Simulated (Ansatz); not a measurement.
SbBr₃, relaxed as a singlet with RKS r2SCAN-D4/def2-SVP in Ansatz, starting from the GFN2-xTB geometry. Force threshold 0.02 eV/Å.

In the def2 sets Sb takes a core potential; there is no spin–orbit coupling.

Start:

```xyz
4

Sb    0.884    0.381   -0.217
Br    0.011    0.366    2.182
Br    0.352   -2.067   -0.702
Br   -1.247    1.320   -1.262
```

Estimate the energy that the relaxation releases and the steps that it takes.

3.2 kJ/mol, in 4 steps; 4.3 s on 4 threads of Intel Xeon 6975P-C on a shared host. No frequencies were taken in this run, so the end may be a saddle point.

Does the start keep its bonding and symmetry?

By distances, no bond broke or formed. The bond that changes most is Sb1–Br2, from 2.55 to 2.53 Å (atoms count from 1). Point group C3v at the start, C3v at the end, both within 0.05 Å.

Predict the relaxed structure.


Cartesian coordinates in Å:
```
Sb 0.8137 0.3510 -0.1999
Br 0.0387 0.3837 2.2079
Br 0.3858 -2.0875 -0.7192
Br -1.2382 1.3528 -1.2887
```
Bond lengths: 3 × Br–Sb 2.53 Å.
